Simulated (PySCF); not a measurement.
MgCl, SMILES [Mg+][Cl], charge +1. Atoms are numbered in the order given.

```xyz
2

Mg     0.0000     0.0000    -1.2357
Cl     0.0000     0.0000     0.8723
```
Charge +1, spin multiplicity 1.

Geometry: PBE0-D3(BJ)/def2-TZVPD. The multiplicity is an assumed one; other spin states were not compared.

Two levels are set side by side: PBE/pcSseg-2 (PySCF) and KT2/pcSseg-2 (PySCF). GIAO shifts against HCl (³⁵Cl) at the same level; non-relativistic, no solvent, atoms listed together averaged. Without spin–orbit terms, shifts of atoms bonded to Cl or Br come out too high at both levels. Differences are taken from unrounded values.

```
quantity                KT2
--------------------  -----
δ(³⁵Cl) of Cl2 (ppm)  -27.0
```

Q: What does PBE give, and how far is it from KT2? (Estimate from the structure and the level; the computed values follow.)

A: 
```tsv
quantity	PBE	PBE minus KT2
δ(³⁵Cl) of Cl2 (ppm)	-7.5	19.5
```

Rough cost on one machine, each run with all the roots and properties that it gave: KT2 against PBE within a factor of 2.
